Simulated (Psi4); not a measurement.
CHF₂, doublet, at a GFN2-xTB geometry. Base run: CCSD(T)/def2-TZVP (Psi4).

Input for Psi4:
```
memory 2 GB

molecule mol {
0 2
C     0.064014   -0.000538    0.500388
F    -0.080716    1.095665   -0.231130
F    -0.060291   -1.095920   -0.236100
H     0.884973    0.005520    1.202744
}

set {
  basis def2-tzvp
  reference uhf
  freeze_core true
}

energy('ccsd(t)')
print_variables()
```

The base run was repeated with changes; each row names its change, and settings that it needs were set with it.

```
change         ΔE vs base (mEh)  MP2 correlation (Eh)  CC correlation without the perturbative part (Eh)  basis functions  core-seconds (rough)
-------------  ----------------  --------------------  -------------------------------------------------  ---------------  --------------------
base                      0.000              -0.63106                                           -0.64216               99                   300
method = ccsd                 ?              -0.63106                                           -0.64216               99                   100
method = mp2             30.847              -0.63095                                                  -               99                     4
method = mp3             26.654              -0.63095                                                  -               99                    10
```

Problem. What belongs in the gaps?

Solution. 
- method = ccsd, ΔE vs base (mEh): 19.563

Open shells are given as the SCF converged; they aren't shown to be the lowest states, and a large step between rows can be another state.
